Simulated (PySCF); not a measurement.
C3H7FOSi. Atoms are numbered in the order given.

```xyz
13

C     -2.5680    -0.1523    -0.2200
C     -1.1395    -0.5687     0.0526
F     -0.6743    -1.3501    -1.0291
Si     0.1496     0.8342     0.1826
C      1.8977     0.0034     0.2022
O      2.8384     0.4674     0.8069
H     -2.6335     0.4765    -1.1215
H     -3.2034    -1.0398    -0.3710
H     -2.9718     0.4184     0.6315
H     -1.1003    -1.2148     0.9512
H     -0.0299     1.6781     1.3995
H      0.0486     1.6699    -1.0525
H      2.0165    -0.9495    -0.3952
```

Geometry: r2SCAN-D4/def2-SVP. The structure was generated by enumeration; whether it is a known compound was not checked. Other conformers were not sampled.

All values below come from PySCF with r2SCAN/def2-TZVP.

ESP charges are fitted to the potential on shells at 1.4 to 2.0 van der Waals radii. Atomic charges (e):

```csv
atom,ESP fit,meta-Löwdin
C1,-0.52,-0.35
C2,0.29,…
F3,-0.27,-0.34
Si4,0.11,…
C5,0.33,…
O6,-0.38,-0.35
H7,0.16,…
H8,0.16,…
H9,0.14,…
H10,0.04,…
H11,-0.04,-0.08
H12,-0.03,-0.08
H13,0.01,0.07
```

**Question.** What belongs in the gaps? (The exact figures need the calculation; the answer reports its results.)

**Answer.** 
- C2, meta-Löwdin: -0.01
- Si4, meta-Löwdin: 0.56
- C5, meta-Löwdin: 0.08
- H7, meta-Löwdin: 0.12
- H8, meta-Löwdin: 0.13
- H9, meta-Löwdin: 0.13
- H10, meta-Löwdin: 0.11

Computed Mayer and Wiberg (Löwdin basis) orders of the bonds:
```json
[
 {"bond": "C1–C2", "Mayer": "0.98", "Wiberg": "1.33"},
 {"bond": "C2–F3", "Mayer": "0.91", "Wiberg": "1.54"},
 {"bond": "C2–Si4", "Mayer": "0.95", "Wiberg": "1.05"},
 {"bond": "Si4–C5", "Mayer": "0.92", "Wiberg": "1.08"},
 {"bond": "C5–O6", "Mayer": "2.00", "Wiberg": "2.81"},
 {"bond": "C1–H7", "Mayer": "0.97", "Wiberg": "0.90"},
 {"bond": "C1–H8", "Mayer": "0.96", "Wiberg": "0.89"},
 {"bond": "C1–H9", "Mayer": "0.96", "Wiberg": "0.89"},
 {"bond": "C2–H10", "Mayer": "0.94", "Wiberg": "0.84"},
 {"bond": "Si4–H11", "Mayer": "0.94", "Wiberg": "0.92"},
 {"bond": "Si4–H12", "Mayer": "0.93", "Wiberg": "0.90"},
 {"bond": "C5–H13", "Mayer": "0.89", "Wiberg": "0.89"}
]
```
